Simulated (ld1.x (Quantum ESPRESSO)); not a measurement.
**Logarithmic derivatives: phosphorus, TM**

P (Z = 15), norm-conserving Troullier–Martins (Kleinman–Bylander form), made with ld1.x (Quantum ESPRESSO) 7.5 (PBE, fully relativistic). Core [Ne], reference 3s1 3p4. Waves: 3s (bound): rc 1.35 bohr; 3d channel at 0.4 Ry: rc 1.30 bohr; 3p (bound): rc 1.50 bohr. Local part: the p channel. Core correction: Bessel-smoothed model core inside 1.10 bohr.

Open shells are filled in proportion to 2j + 1 (rel_dist='average').

The phase is arctan(r·u′/u) with u = r·R(r), unwrapped; energies in Ry, scanned from -3 to 5 Ry. A pole is an energy at which the radial function vanishes at the test radius. The pseudo phase is shifted by a multiple of π to meet the all-electron one at the reference energy, and phase errors are pseudo minus all-electron; the curves can meet again beyond the range given. Levels narrower than the energy grid can be missing from the lists of poles.

```json
{"channel": "s", "radius (bohr)": "1.65", "reference energy (Ry)": "-1.08", "poles, all-electron": "3.85", "poles, pseudo": "3.51", "unbroken range about the reference energy with phases within 0.05 rad": "the whole range", "phase error 1 Ry above the reference energy (rad)": "-0.004"}
{"channel": "p1/2", "radius (bohr)": "1.65", "reference energy (Ry)": "-0.45", "poles, all-electron": "4.82", "poles, pseudo": "4.39", "unbroken range about the reference energy with phases within 0.05 rad": "the whole range", "phase error 1 Ry above the reference energy (rad)": "+0.001"}
{"channel": "p3/2", "radius (bohr)": "1.65", "reference energy (Ry)": "-0.44", "poles, all-electron": "4.85", "poles, pseudo": "4.39", "unbroken range about the reference energy with phases within 0.05 rad": "the whole range", "phase error 1 Ry above the reference energy (rad)": "-0.013"}
{"channel": "d3/2", "radius (bohr)": "1.65", "reference energy (Ry)": "0.40", "poles, all-electron": "none", "poles, pseudo": "none", "unbroken range about the reference energy with phases within 0.05 rad": "the whole range", "phase error 1 Ry above the reference energy (rad)": "+0.007"}
{"channel": "d5/2", "radius (bohr)": "1.65", "reference energy (Ry)": "0.40", "poles, all-electron": "none", "poles, pseudo": "none", "unbroken range about the reference energy with phases within 0.05 rad": "the whole range", "phase error 1 Ry above the reference energy (rad)": "+0.007"}
```

Phases in the d3/2 channel:

```json
{"E (Ry)": "-3.00", "all-electron": "1.233", "pseudo": "1.234"}
{"E (Ry)": "-2.52", "all-electron": "1.206", "pseudo": "1.207"}
{"E (Ry)": "-2.04", "all-electron": "1.173", "pseudo": "1.175"}
{"E (Ry)": "-1.56", "all-electron": "1.131", "pseudo": "1.132"}
{"E (Ry)": "-1.08", "all-electron": "1.075", "pseudo": "1.076"}
{"E (Ry)": "-0.60", "all-electron": "0.996", "pseudo": "0.996"}
{"E (Ry)": "-0.12", "all-electron": "0.877", "pseudo": "0.877"}
{"E (Ry)": "0.36", "all-electron": "0.686", "pseudo": "0.686"}
{"E (Ry)": "0.84", "all-electron": "0.360", "pseudo": "0.361"}
{"E (Ry)": "1.32", "all-electron": "-0.144", "pseudo": "-0.139"}
{"E (Ry)": "1.80", "all-electron": "-0.662", "pseudo": "-0.651"}
{"E (Ry)": "2.28", "all-electron": "-1.008", "pseudo": "-0.994"}
{"E (Ry)": "2.76", "all-electron": "-1.212", "pseudo": "-1.197"}
{"E (Ry)": "3.24", "all-electron": "-1.339", "pseudo": "-1.323"}
{"E (Ry)": "3.72", "all-electron": "-1.425", "pseudo": "-1.409"}
{"E (Ry)": "4.20", "all-electron": "-1.489", "pseudo": "-1.471"}
{"E (Ry)": "4.68", "all-electron": "-1.539", "pseudo": "-1.519"}
```
